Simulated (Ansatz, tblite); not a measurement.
Removing an electron: Li₄H₅⁻ (the lowest singlet isomer of a short search). The state is a singlet with charge -1. Geometry: PBE0-D4/def2-TZVPD. Ansatz, gas phase; energy differences of separate SCF runs; the oxidised species was run as a doublet alone.

```xyz
9

Li    1.537    0.783    0.381
Li   -0.754    0.819    1.370
Li    0.721   -0.709   -1.447
Li   -1.567   -0.679   -0.453
H    -0.177    0.617   -0.427
H    -2.235   -0.177    1.145
H     0.873    1.296    1.973
H     2.354   -0.237   -0.856
H    -0.752   -1.713   -1.686
```

The xTB rows come from tblite. Correlated methods freeze no core orbitals; core or outer-core shells of Li are correlated, in sets that lack core-valence functions. The structure comes from a short search, and lower isomers may exist.

```json
{"level": "GFN1-xTB", "−HOMO (eV)": "7.20", "vertical IE (eV)": "9.47", "−LUMO (eV)": "4.16", "HOMO–LUMO gap (eV)": "3.04"}
{"level": "GFN2-xTB", "−HOMO (eV)": "5.72", "vertical IE (eV)": "7.36", "−LUMO (eV)": "-0.55", "HOMO–LUMO gap (eV)": "6.27"}
{"level": "PBE-D4/def2-TZVPD", "−HOMO (eV)": "0.82", "vertical IE (eV)": "3.18", "−LUMO (eV)": "-2.21", "HOMO–LUMO gap (eV)": "3.03"}
{"level": "r2SCAN-D4/def2-TZVPD", "−HOMO (eV)": "1.00", "vertical IE (eV)": "3.23", "−LUMO (eV)": "-2.67", "HOMO–LUMO gap (eV)": "3.67"}
{"level": "MP2/def2-TZVPPD", "−HOMO (eV)": "–", "vertical IE (eV)": "4.20", "−LUMO (eV)": "–", "HOMO–LUMO gap (eV)": "–"}
```

**Question.** Estimate the rows for HF/def2-TZVPPD, PBE0-D4/def2-TZVPD, CCSD/def2-TZVPPD, CCSD(T)/def2-TZVPPD.

**Answer.** 
```json
{"level": "HF/def2-TZVPPD", "−HOMO (eV)": "–", "vertical IE (eV)": "3.64", "−LUMO (eV)": "–", "HOMO–LUMO gap (eV)": "–"}
{"level": "PBE0-D4/def2-TZVPD", "−HOMO (eV)": "1.85", "vertical IE (eV)": "3.55", "−LUMO (eV)": "-2.67", "HOMO–LUMO gap (eV)": "4.53"}
{"level": "CCSD/def2-TZVPPD", "−HOMO (eV)": "–", "vertical IE (eV)": "4.13", "−LUMO (eV)": "–", "HOMO–LUMO gap (eV)": "–"}
{"level": "CCSD(T)/def2-TZVPPD", "−HOMO (eV)": "–", "vertical IE (eV)": "4.09", "−LUMO (eV)": "–", "HOMO–LUMO gap (eV)": "–"}
```

 Raw xTB energy differences between charge states are shifted by several eV; the methods need an empirical correction for them.
